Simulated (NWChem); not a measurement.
System meant: CH2F2O2Si; SMILES O=C(O)[SiH](F)F

The following NWChem deck was run.

```
start job
memory heap 200 mb stack 900 mb global 1100 mb
geometry units angstroms noautosym nocenter noautoz
  O      1.285964     1.471835     0.000000
  C      0.132028     1.105583     0.000000
  O     -0.920339     1.960379     0.000000
  Si    -0.405183    -0.732545     0.000000
  F      0.239800    -1.408007    -1.298437
  F      0.239800    -1.408007     1.298437
  H     -0.552943     2.869312     0.000000
  H     -1.864116    -0.943230     0.000000
end
basis spherical
  * library 6-31g*
end
dft
  xc m06-l
  iterations 150
end
property
  shielding 7 1 2 3 4 5 7 8
end
task dft property
```

End of the output:

```
 Vector   31  Occ=0.000000D+00  E= 6.263571D-02
              MO Center= -4.9D-01, -2.9D-01,  2.0D-07, r^2= 4.1D+00
   Bfn.  Coefficient  Atom+Function         Bfn.  Coefficient  Atom+Function
  ----- ------------  ---------------      ----- ------------  ---------------
    55      0.925399  4 Si pz                23     -0.429494  2 C  pz
    51      0.386230  4 Si pz                19     -0.368818  2 C  pz
    66      0.348926  5 F  s                 80     -0.348926  6 F  s
     9      0.203949  1 O  pz                 5      0.163053  1 O  pz
    59      0.142312  4 Si d  1              47     -0.134494  4 Si pz

 center of mass
 --------------
 x =   0.04678546 y =  -0.06561296 z =   0.00000000

 moments of inertia (a.u.)
 ------------------
         979.356166805357           3.887346104119           0.000000000000
           3.887346104119         409.915373418601           0.000000000000
           0.000000000000           0.000000000000         931.744827715189

     Multipole analysis of the density
     ---------------------------------

     L   x y z        total         alpha         beta         nuclear
     -   - - -        -----         -----         ----         -------
     0   0 0 0     -0.000000    -28.000000    -28.000000     56.000000

     1   1 0 0     -0.861328     -0.377702     -0.377702     -0.105925
     1   0 1 0      0.576103     -0.106463     -0.106463      0.789029
     1   0 0 1     -0.000000     -0.000000     -0.000000      0.000000

     2   2 0 0    -31.410960    -64.315842    -64.315842     97.220724
     2   1 1 0     -0.763228     -0.084369     -0.084369     -0.594490
     2   1 0 1      0.000000      0.000000      0.000000      0.000000
     2   0 2 0    -24.947917   -204.827564   -204.827564    384.707212
     2   0 1 1      0.000000      0.000000      0.000000      0.000000
     2   0 0 2    -29.794891    -69.082803    -69.082803    108.370716

          -----------------------------------------
          Chemical Shielding Tensors (GIAO, in ppm)
          -----------------------------------------

 ------------------------------------------------------------------------
  xm06: d2 not coded                    0
 ------------------------------------------------------------------------
 ------------------------------------------------------------------------
  current input line :
    23: task dft property
 ------------------------------------------------------------------------
 ------------------------------------------------------------------------
 This error has not yet been assigned to a category
 ------------------------------------------------------------------------
 For more information see the NWChem manual at https://nwchemgit.github.io

0: xm06: d2 not coded:Received an Error in Communication
```

Task: Can this run be used? If not, why, and what is the fix?

Result: The run crashed. Cause: this functional's second derivatives, which shieldings need, aren't coded here; the fix takes a hybrid GGA instead. This input runs:
```
start job
memory heap 200 mb stack 900 mb global 1100 mb
geometry units angstroms noautosym nocenter noautoz
  O      1.285964     1.471835     0.000000
  C      0.132028     1.105583     0.000000
  O     -0.920339     1.960379     0.000000
  Si    -0.405183    -0.732545     0.000000
  F      0.239800    -1.408007    -1.298437
  F      0.239800    -1.408007     1.298437
  H     -0.552943     2.869312     0.000000
  H     -1.864116    -0.943230     0.000000
end
basis spherical
  * library 6-31g*
end
dft
  xc pbe0
  iterations 150
end
property
  shielding 7 1 2 3 4 5 7 8
end
task dft property
```
It converges to -678.52121 Ha (PBE0/6-31G* (spherical d), GIAO).
